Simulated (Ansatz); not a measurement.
```xyz
10

C     0.518    1.664    0.291
O     0.734    0.389   -0.290
Sn   -0.517   -1.061   -0.039
O     0.116   -2.584   -1.037
F    -2.207   -0.509   -0.718
Cl   -0.875   -1.597    2.154
H     1.371    2.289    0.021
H    -0.393    2.137   -0.088
H     0.463    1.612    1.384
H     0.789   -2.339   -1.679
```

Charge 0, multiplicity 1. Sn takes the def2 core potential.

Q: List the PBE/def2-TZVPP orbital energies in eV (Ansatz 0.2.0). (Estimate.)

A: Ansatz gave: Occupied: -2739.43, -659.36, -510.99, -510.92, -270.48, -249.99, -190.70, -190.51, -190.50, -134.64, -90.63, -90.59, -90.57, -29.15, -27.72, -27.44, -27.04, -27.02, -26.55, -24.95, -24.45, -20.55, -17.00, -13.77, -12.28, -11.27, -11.18, -11.04, -10.20, -9.48, -9.34, -8.89, -8.38, -8.33, -7.98, -7.66, -7.06. Lowest empty: -3.30, -0.46, -0.15, 0.05, 0.84, 1.64, 1.89, 2.18.
